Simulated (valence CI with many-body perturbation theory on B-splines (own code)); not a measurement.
E1 line list for O³⁺

Calculated by valence CI with perturbative core correlation (CI+MBPT): three valence electrons over a frozen Dirac-Fock core [He], a basis of 11 s, 11 p, 10 d, 8 f, 5 g, 2 h functions for each j, with the one-electron correlation potential Σ1, the two-electron term Σ2, the three-electron term Σ3, Breit, model QED; selected CI, second order for the rest, scaled by the run's own slope (own B-spline code, finite nucleus).

Against 55 measured levels this calculation errs by 115 cm⁻¹ on average and by 261 at most. These come from a selection out of Moore, Selected Tables of Atomic Spectra, NSRDS-NBS 3, section 10. Levels without a partner in it may be off by more.

Lines 301 to 350 of 587 in falling wavelength, among levels below 586020 cm⁻¹, chosen from the strongest by gf and those to the six lowest levels. Wavelengths and rates use the calculated energies, so an error of 100 cm⁻¹ moves a line at 99.49 nm by 0.099 % and its rate by three times that or more. Electric multipoles are in the length gauge, E1 and E2 with the static RPA response of the core. Weak lines are less certain than strong ones. Lines between different terms over intervals too small for the method are left out, as are lines whose strength nearly cancels. Where a level lies close to another of its J and parity, the split of strength between their lines is uncertain. The highest levels of a list are the least certain.

Names give the largest LS component (configuration and term), which can be under half, so a name can repeat, a term be missing and a line seem to break the LS rules; names also repeat where a configuration has a term twice. Letters in brackets count levels of one name in rising energy.

| λ vac (nm) | λ from measured levels | Upper | Lower | A (s⁻¹) | S (a.u.) with core polarisation | S without |
| --- | --- | --- | --- | --- | --- | --- |
| 99.52 |  | 2s2p4s ⁴P°_5/2 | 2s2p3p ⁴D_7/2 | 8.26e+08 | 2.41e+00 | 2.41e+00 |
| 99.49 | 99.44 | 2s2p4s ⁴P°_1/2 | 2s2p3p ⁴D_1/2 | 5.10e+08 | 4.95e-01 | 4.95e-01 |
| 99.43 | 99.38 | 2s2p4s ⁴P°_3/2 | 2s2p3p ⁴D_3/2 | 3.21e+08 | 6.23e-01 | 6.23e-01 |
| 99.32 |  | 2s2p4s ⁴P°_5/2 | 2s2p3p ⁴D_5/2 | 1.79e+08 | 5.20e-01 | 5.20e-01 |
| 97.31 |  | 2s2p3p ²S_1/2 [a] | 2s²3p ²P°_3/2 | 3.82e+08 | 3.47e-01 | 3.48e-01 |
| 97.23 |  | 2s2p3p ²S_1/2 [a] | 2s²3p ²P°_1/2 | 1.88e+08 | 1.70e-01 | 1.71e-01 |
| 97.01 |  | 2s²6p ²P°_3/2 | 2s2p3p ²P_3/2 [a] | 1.47e+08 | 2.65e-01 | 2.65e-01 |
| 93.91 |  | 2s2p4s ²P°_1/2 | 2s2p3p ²P_1/2 [a] | 2.75e+08 | 2.24e-01 | 2.25e-01 |
| 93.82 |  | 2s2p4s ²P°_3/2 | 2s2p3p ²P_3/2 [a] | 3.57e+08 | 5.82e-01 | 5.82e-01 |
| 92.34 | 92.34 | 2p³ ²P°_1/2 | 2s2p² ²P_3/2 | 4.31e+08 | 3.35e-01 | 3.37e-01 |
| 92.33 | 92.34 | 2p³ ²P°_3/2 | 2s2p² ²P_3/2 | 1.10e+09 | 1.70e+00 | 1.72e+00 |
| 92.13 | 92.14 | 2p³ ²P°_1/2 | 2s2p² ²P_1/2 | 8.88e+08 | 6.85e-01 | 6.91e-01 |
| 92.12 | 92.13 | 2p³ ²P°_3/2 | 2s2p² ²P_1/2 | 2.06e+08 | 3.19e-01 | 3.21e-01 |
| 91.96 |  | 2s2p3d ²D°_5/2 [b] | 2s2p3p ²P_3/2 [a] | 7.51e+07 | 1.73e-01 | 1.73e-01 |
| 83.11 |  | 2s²4d ²D_3/2 | 2s²3p ²P°_3/2 | 2.46e+08 | 2.79e-01 | 2.79e-01 |
| 83.11 |  | 2s²4d ²D_5/2 | 2s²3p ²P°_3/2 | 1.48e+09 | 2.51e+00 | 2.51e+00 |
| 83.05 |  | 2s²4d ²D_3/2 | 2s²3p ²P°_1/2 | 1.23e+09 | 1.39e+00 | 1.39e+00 |
| 81.91 |  | 2s2p4p ²P_1/2 | 2s2p3s ²P°_3/2 [a] | 8.37e+08 | 4.54e-01 | 4.56e-01 |
| 81.79 |  | 2s2p4p ²P_3/2 | 2s2p3s ²P°_3/2 [a] | 2.09e+09 | 2.26e+00 | 2.26e+00 |
| 81.74 |  | 2s2p4p ²P_1/2 | 2s2p3s ²P°_1/2 [a] | 1.69e+09 | 9.11e-01 | 9.14e-01 |
| 81.61 |  | 2s2p4p ²P_3/2 | 2s2p3s ²P°_1/2 [a] | 4.29e+08 | 4.61e-01 | 4.62e-01 |
| 80.23 | 80.23 | 2p³ ²P°_1/2 | 2s2p² ²S_1/2 | 3.86e+08 | 1.97e-01 | 1.99e-01 |
| 80.23 | 80.22 | 2p³ ²P°_3/2 | 2s2p² ²S_1/2 | 4.15e+08 | 4.23e-01 | 4.27e-01 |
| 78.95 | 79.02 | 2s2p² ²D_5/2 | 2s²2p ²P°_3/2 | 7.10e+08 | 1.03e+00 | 1.04e+00 |
| 78.95 | 79.01 | 2s2p² ²D_3/2 | 2s²2p ²P°_3/2 | 1.15e+08 | 1.12e-01 | 1.13e-01 |
| 78.71 | 78.77 | 2s2p² ²D_3/2 | 2s²2p ²P°_1/2 | 6.01e+08 | 5.79e-01 | 5.83e-01 |
| 78.62 | 78.57 | 2s²5p ²P°_3/2 | 2s²3d ²D_5/2 | 1.98e+08 | 1.90e-01 | 1.90e-01 |
| 78.00 | 78.00 | 2p³ ²D°_5/2 | 2s2p² ²D_3/2 | 9.90e+07 | 1.39e-01 | 1.40e-01 |
| 77.99 | 77.99 | 2p³ ²D°_5/2 | 2s2p² ²D_5/2 | 1.35e+09 | 1.90e+00 | 1.92e+00 |
| 77.98 | 77.98 | 2p³ ²D°_3/2 | 2s2p² ²D_3/2 | 1.29e+09 | 1.21e+00 | 1.22e+00 |
| 77.97 | 77.97 | 2p³ ²D°_3/2 | 2s2p² ²D_5/2 | 1.52e+08 | 1.42e-01 | 1.43e-01 |
| 75.94 |  | 2s2p4p ²D_5/2 | 2s2p3s ²P°_3/2 [a] | 3.59e+08 | 4.65e-01 | 4.65e-01 |
| 75.92 |  | 2s2p4p ²D_3/2 | 2s2p3s ²P°_1/2 [a] | 2.93e+08 | 2.53e-01 | 2.53e-01 |
| 75.19 |  | 2s²5f ²F°_7/2 | 2s²3d ²D_5/2 | 5.89e+08 | 9.88e-01 | 9.85e-01 |
| 75.18 |  | 2s²5f ²F°_5/2 | 2s²3d ²D_3/2 | 5.49e+08 | 6.91e-01 | 6.89e-01 |
| 72.56 |  | 2p²3s ⁴P_3/2 | 2s2p3s ⁴P°_5/2 | 1.17e+09 | 8.85e-01 | 8.93e-01 |
| 72.51 |  | 2p²3s ⁴P_1/2 | 2s2p3s ⁴P°_3/2 | 2.18e+09 | 8.22e-01 | 8.29e-01 |
| 72.45 |  | 2p²3s ⁴P_5/2 | 2s2p3s ⁴P°_5/2 | 1.84e+09 | 2.07e+00 | 2.09e+00 |
| 72.43 |  | 2p²3s ⁴P_1/2 | 2s2p3s ⁴P°_1/2 | 4.41e+08 | 1.66e-01 | 1.67e-01 |
| 72.43 |  | 2p²3s ⁴P_3/2 | 2s2p3s ⁴P°_3/2 | 3.49e+08 | 2.62e-01 | 2.64e-01 |
| 72.36 |  | 2p²3s ⁴P_3/2 | 2s2p3s ⁴P°_1/2 | 1.11e+09 | 8.28e-01 | 8.35e-01 |
| 72.32 |  | 2p²3s ⁴P_5/2 | 2s2p3s ⁴P°_3/2 | 8.00e+08 | 8.96e-01 | 9.04e-01 |
| 70.80 |  | 2s2p4p ⁴D_5/2 | 2s2p3s ⁴P°_5/2 | 1.85e+08 | 1.94e-01 | 1.94e-01 |
| 70.74 |  | 2s2p4p ⁴D_3/2 | 2s2p3s ⁴P°_3/2 | 3.32e+08 | 2.32e-01 | 2.32e-01 |
| 70.71 |  | 2s2p4p ⁴D_1/2 | 2s2p3s ⁴P°_1/2 | 5.23e+08 | 1.82e-01 | 1.82e-01 |
| 70.70 |  | 2s2p4p ⁴D_7/2 | 2s2p3s ⁴P°_5/2 | 6.24e+08 | 8.71e-01 | 8.70e-01 |
| 70.68 |  | 2s2p4p ⁴D_5/2 | 2s2p3s ⁴P°_3/2 | 4.40e+08 | 4.60e-01 | 4.59e-01 |
| 70.67 |  | 2s2p4p ⁴D_3/2 | 2s2p3s ⁴P°_1/2 | 2.62e+08 | 1.83e-01 | 1.83e-01 |
| 70.26 | 70.23 | 2s²4p ²P°_1/2 | 2s²3s ²S_1/2 | 8.00e+08 | 2.74e-01 | 2.74e-01 |
| 70.24 | 70.21 | 2s²4p ²P°_3/2 | 2s²3s ²S_1/2 | 7.95e+08 | 5.44e-01 | 5.44e-01 |
